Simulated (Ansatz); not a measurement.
`B[SiH](B)F` + `N[SiH3]` → `BN[SiH3]` + `B[SiH2]F` at 298.15 K and 1 bar (cleavage of the B–Si bond).

Isolated molecules relaxed with PBE0-D4/def2-TZVP in Ansatz; ΔE leaves out vibrations. CCSD(T)/CBS adds triple-zeta CCSD(T) − MP2 to the extrapolated MP2 energy (def2 sets, frozen cores). This one scheme is used for every species.

```csv
species,CCSD(T)/CBS energy (Eh),H − E (kJ/mol),S (J/(mol·K))
`B[SiH](B)F`,-441.44960,154.8,328.7
`N[SiH3]`,-346.80422,145.7,264.3
`BN[SiH3]`,-372.22946,182.4,292.7
`B[SiH2]F`,-416.08532,118.3,289.1
```

H − E and S are ideal-gas, rigid-rotor, harmonic terms from PBE0-D4/def2-TZVP. 1 Eh = 2625.50 kJ/mol, R = 8.31446 J/(mol·K).

Question: By hand: ΔE, ΔH, ΔS and ΔG.

Answer: ΔE = (-372.22946) + (-416.08532) − (-441.44960) − (-346.80422) = -0.06096 Eh = -160.1 kJ/mol. Δ(H − E) = 182.4 + 118.3 − 154.8 − 145.7 = 0.2, so ΔH = -159.9 kJ/mol. ΔS = 292.7 + 289.1 − 328.7 − 264.3 = -11.2 J/(mol·K). ΔG = -159.9 − 298.15 × (-11.2)/1000 = -156.6 kJ/mol.

Question: By hand: the equilibrium constant, and the temperature at which ΔG would vanish if ΔH and ΔS stayed fixed.

Answer: log₁₀ K = −ΔG/(RT ln 10) = 27.4. ΔG = 0 at ΔH/ΔS = 14277 K, far beyond where these terms or the molecules hold.

The number of gas molecules stays the same, so ΔS is small and ΔH decides. A doubt of 5 kJ/mol in ΔE shifts log₁₀ K by 0.9 here. These are equilibria of isolated gas molecules and say nothing of rates. Largest T1 diagnostic: 0.013 (customary marks: 0.02 for closed shells, 0.045 for open ones).
